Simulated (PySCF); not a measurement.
AlBr3, SMILES [Br][Al]([Br])[Br]. Geometry: B3LYP-D3(BJ)/def2-SVP. The isomer is the one that the SMILES or the coordinates give; other isomers of the formula were not compared.

Computed equilibrium geometry at B3LYP-D3(BJ)/def2-SVP (PySCF confirms it by a frequency run) as bond lengths and angles, and its point group:
point group D3h.
Atoms: Al1 Br2 Br3 Br4. Bonds (Å): Al1–Br2 2.242, Al1–Br3 2.242, Al1–Br4 2.242. Angles (°): Br2–Al1–Br3 120.0, Br2–Al1–Br4 120.0, Br3–Al1–Br4 120.0.
